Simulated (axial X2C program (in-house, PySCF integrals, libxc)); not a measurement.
## Excited states of GeH⁺ by EOM-EE-CCSD

Computed with an axial X2C code built on PySCF integrals: two-component X2C with atomic mean-field Coulomb and Gaunt terms, Gaussian nuclei, basis Ge dyall-acv3z, H dyall-av3z with contracted cores.

R = 1.585 Å (near the PBE0 minimum at charge 1 of the determinant lowest at the starting distance; the state shown can have its own minimum elsewhere).

Hartree–Fock spinors of GeH⁺ (one of each Kramers pair; a window near the gap, which can cut inner shells):

| ω | occupied | ε (eV) | character |
| --- | --- | --- | --- |
| 1/2 | yes | -25.16 | 55% Ge s, 30% H s, 11% H p |
| 1/2 | yes | -17.66 | 52% Ge p, 25% H s, 16% Ge s |
| 1/2 | no | -6.82 | 82% Ge p, 13% H p, 5% H d |
| 3/2 | no | -6.72 | 82% Ge p, 13% H p, 5% H d |
| 1/2 | no | -3.00 | 48% H s, 41% Ge s, 7% H p |
| 1/2 | no | -2.17 | 54% Ge p, 34% Ge d, 8% H s |
| 1/2 | no | -1.91 | 98% Ge p |
| 3/2 | no | -1.90 | 98% Ge p |

Vertical excitation energies from the closed-shell determinant state of GeH⁺:

```
 Ω  excitation (eV)   cm⁻¹        hole of the leading pair    particle of the leading pair  weight of the pair (for Ω = 0 its time-reversed partner can hold as much again)  singles weight
0⁻            2.349  18943  52% Ge pσ, 23% H sσ, 17% Ge sσ    83% Ge pπ, 10% H pπ, 6% H dπ                                                                             0.48            0.97
0⁺            2.352  18970  52% Ge pσ, 23% H sσ, 17% Ge sσ    83% Ge pπ, 10% H pπ, 6% H dπ                                                                             0.48            0.97
 1            2.415  19477  52% Ge pσ, 24% H sσ, 17% Ge sσ    83% Ge pπ, 10% H pπ, 6% H dπ                                                                             0.55            0.97
 2            2.491  20090  52% Ge pσ, 24% H sσ, 17% Ge sσ    83% Ge pπ, 11% H pπ, 6% H dπ                                                                             0.96            0.97
 1            3.380  27262  53% Ge pσ, 30% H sσ, 10% Ge sσ    81% Ge pπ, 12% H pπ, 7% H dπ                                                                             0.54            0.94
0⁻            7.215  58189   53% Ge pσ, 31% H sσ, 9% Ge sσ  32% Ge dσ, 25% Ge pσ, 18% H pσ                                                                             0.48            0.96
 1            7.216  58198   53% Ge pσ, 31% H sσ, 9% Ge sσ  32% Ge dσ, 25% Ge pσ, 18% H pσ                                                                             0.96            0.96
0⁺            8.167  65873   54% Ge sσ, 30% H sσ, 11% H pσ    82% Ge pπ, 11% H pπ, 7% H dπ                                                                             0.39            0.82
0⁻            8.179  65967   54% Ge sσ, 30% H sσ, 11% H pσ    82% Ge pπ, 11% H pπ, 7% H dπ                                                                             0.42            0.89
 1            8.240  66460   55% Ge sσ, 30% H sσ, 11% H pσ    82% Ge pπ, 11% H pπ, 7% H dπ                                                                             0.40            0.80
```

This point took 56 s on 1 thread of Intel(R) Xeon(R) Processor @ 2.30GHz, on a shared host.

Reference electrons by ω block (each with its −ω partner): 1/2: 11, 3/2: 4, 5/2: 1. 14 electrons of GeH⁺ correlated (inner shells frozen), 88 natural virtual spinors (a truncated set); levels can be off by some tenths of an eV. Roots sought by Ω: (0: 5, 1: 4, 2: 3, 3: 1); rows need 60 % singles weight and stop where some Ω has no more roots. Missing are any skipped roots, higher Ω and states of a further excitation; these come out far too high here and may in truth be low or lowest. T1 of the reference 0.011 (Lee–Taylor). Number of frozen shells: Ge 3 s, 2 p; H none.
